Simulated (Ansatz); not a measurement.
Two spin states of NiH, each at its own minimum; 2S+1 = 2, 4 were tried, and the measured ground state has 2. No spin–orbit coupling. Ni is treated without relativity.

Each state is the lowest solution found for its spin in def2 and cc sets.

Correlated levels freeze the inner cores; with def2 sets outer-core shells near the valence are correlated too.

Programs: Ansatz (an electronic-structure program) with Gaussian orbitals. 

PBE/def2-TZVPP gives 1.840 eV for the energy of the multiplicity-4 state above the multiplicity-2 state.

**Question.** How do the other levels lie against it? Give each less PBE: PBE0/def2-TZVPP, wB97X-V/def2-TZVPP, CCSD(T)/def2-TZVPP.

**Answer.** PBE0/def2-TZVPP -0.425; wB97X-V/def2-TZVPP -0.205; CCSD(T)/def2-TZVPP -0.600 eV. 0 of 3 lie above PBE; the widest gap is to CCSD(T)/def2-TZVPP.
